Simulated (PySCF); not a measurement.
**Fe⁺ (iron, charge +1) across methods**

[Ar] 3d6 4p1, one real determinant (an excited configuration). Computed with PySCF 2.14 in x2c-TZVPPall with one added diffuse shell each of s, p, d, f type (7s6p5d3f1g, 80 functions), with the spin-free X2C one-electron Hamiltonian (Gaussian nucleus).

```
   method  E (hartree)  mean ε 3d α (eV)  mean ε 3d β (eV)  mean ε 4p α (eV)  Σ⟨r²⟩ (bohr²)   ⟨S²⟩
BHandHLYP    -1272.122           -23.562           -19.493            -9.882          29.22  8.753
      UHF  -1270.93484           -28.167           -22.720           -10.828          29.82  8.754
    TPSSh    -1272.154           -19.534           -16.247            -9.091          29.00  8.751
  wB97X-V    -1271.993           -23.496           -19.974           -11.119          29.21  8.752
   r2SCAN    -1272.112           -19.032           -15.300            -9.027          28.81  8.752
      PBE    -1271.899           -18.620           -15.256            -8.915          29.02  8.751
      LDA    -1269.575           -18.880           -15.238            -8.977          28.84  8.751
     PBE0    -1271.925           -21.141           -17.347            -9.495          29.06  8.752
```

**Question.** Estimate the same row for HSE06.

**Answer.** E (hartree) = -1271.943; mean ε 3d α (eV) = -20.705; mean ε 3d β (eV) = -16.952; mean ε 4p α (eV) = -9.134; Σ⟨r²⟩ (bohr²) = 29.06; ⟨S²⟩ = 8.752.

⟨L²⟩ = 8.01 against 12 for a pure F term, so this real determinant mixes terms.
